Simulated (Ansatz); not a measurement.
Cost and result for the atomization energy of `[NH2][GeH2][NH][SiH](N)F` (14 atoms, 13 bonds).

| atom | x (Å) | y (Å) | z (Å) |
| --- | --- | --- | --- |
| N1 | 1.421 | -0.709 | -1.252 |
| Ge2 | -0.297 | -1.275 | -0.872 |
| N3 | -0.679 | -0.687 | 0.822 |
| Si4 | -0.690 | 0.932 | 1.354 |
| N5 | 0.261 | 1.797 | 0.256 |
| F6 | -2.139 | 1.619 | 1.353 |
| H7 | 2.146 | -1.239 | -0.786 |
| H8 | 1.632 | -0.679 | -2.241 |
| H9 | -0.460 | -2.809 | -0.825 |
| H10 | -1.188 | -0.634 | -1.944 |
| H11 | -0.892 | -1.411 | 1.490 |
| H12 | -0.315 | 0.963 | 2.788 |
| H13 | 0.999 | 1.342 | -0.262 |
| H14 | 0.200 | 2.789 | 0.118 |

Total charge 0; spin multiplicity 1. Correlated methods include outer-core shells of Ge, which these sets cover unevenly. Scalar relativity is left out up to krypton. All single points use the PBE0-D4/def2-TZVP geometry. It is one conformer, not always the lowest. Program: Ansatz. All runs use 2 threads of an AMD EPYC 7R13 on a shared host and a share of an NVIDIA H100 80 GB. Times are those of one run each, without the atoms' runs, and a repeat can differ threefold. Electronic energies, without spin–orbit coupling; frozen cores. CCSD(T)/CBS adds CCSD(T) − MP2 in def2-TZVPP to the MP2 limit, and its time is that of the two runs behind it. T1 = 0.011. With those shells the extrapolation isn't a true limit. B3LYP takes the VWN-RPA correlation (the form of Gaussian; ORCA's B3LYP/G).

CCSD(T)/CBS is a level of theory with its own doubt, some kJ/mol a heavy atom from the limit and from the frozen cores, so smaller differences don't rank the functionals.

```csv
level,functions,wall time,atomization (kcal/mol),difference from CCSD(T)/CBS,per bond
PBE-D4/def2-TZVPP (with forces),326,2.5 s,1167.7,6.1,0.5
PBE0-D4/def2-TZVPP,326,2.7 s,1145.0,-16.6,-1.3
B2PLYP/def2-TZVPP,326,2.9 s,1143.2,-18.4,-1.4
r2SCAN-D4/def2-TZVPP (with forces),326,3.1 s,1149.2,-12.4,-1.0
ωB97X-V/def2-TZVPP,326,3.9 s,1165.1,3.5,0.3
ωB97M-V/def2-TZVPP (with forces),326,4.1 s,1159.7,-1.9,-0.1
B3LYP-D4/def2-TZVPP (with forces),326,4.5 s,1157.3,-4.3,-0.3
MP2/def2-QZVPP,627,4.7 s,1161.7,0.1,0.0
CCSD(T)/def2-TZVPP,326,7.5 s,1124.4,-37.2,-2.9
CCSD(T)/CBS(def2),–,12 s,1161.6,0.0,0.0
```

The D4 term adds +13.4 kcal/mol with B3LYP and +7.1 kcal/mol with PBE0; it sums over pairs of atoms, weighted by their polarisabilities, and B3LYP, whose exchange is more repulsive, gets the larger term. From PBE to PBE0 (25 % exact exchange), in def2-TZVPP and without D4, the atomization energy moves by −21.5 kcal/mol: exact exchange takes away binding that semilocal exchange gives to molecules. In def2-TZVPP, CCSD(T) changes the Hartree–Fock value by +330.9 kcal/mol (the triples alone add +17.6 kcal/mol) and MP2 by +345.7 kcal/mol; breaking electron pairs costs correlation energy, which Hartree–Fock lacks.
